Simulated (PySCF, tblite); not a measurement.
System: BeCl2, singlet: map of symmetric stretch and bend. Scanned: Be-Cl bond length and Cl-Be-Cl angle.

Levels of theory: GFN2-xTB, 300 K electronic temperature (tblite); RHF/cc-pVDZ (PySCF); M06-2X/cc-pVDZ (PySCF); PBE0/cc-pVDZ (PySCF); MP2 on RHF/cc-pVDZ, 10 core orbitals frozen (PySCF); CCSD on RHF/cc-pVDZ, 10 core orbitals frozen (PySCF); CCSD(T) on RHF/cc-pVDZ, 10 core orbitals frozen (PySCF).

Energies in kJ/mol at chosen points (x: Be-Cl bond length (Å); y: Cl-Be-Cl angle (°)), relative to x = 1.80, y = 180:

```
method    (1.62, 93.64)  (2.25, 180)  (2.34, 128.18)  (1.71, 110.91)  (2.25, 145.45)  (1.89, 128.18)  (1.98, 119.55)
--------  -------------  -----------  --------------  --------------  --------------  --------------  --------------
GFN2-xTB          332.7        183.0           248.1           105.4           192.2            55.0            95.1
RHF               494.2        222.9           336.7           181.7           243.0            71.6           124.8
M06-2X            448.2        224.7           331.6           162.9           242.8            68.8           120.9
PBE0              438.3        218.9           323.4           158.3           236.7            66.1           117.3
MP2               475.8        224.8           335.4           174.2           243.8            70.1           123.2
CCSD              483.8        221.4           331.2           177.5           240.6            70.1           122.7
CCSD(T)           482.9        218.8           326.9           177.1           237.6            69.3           121.2
```
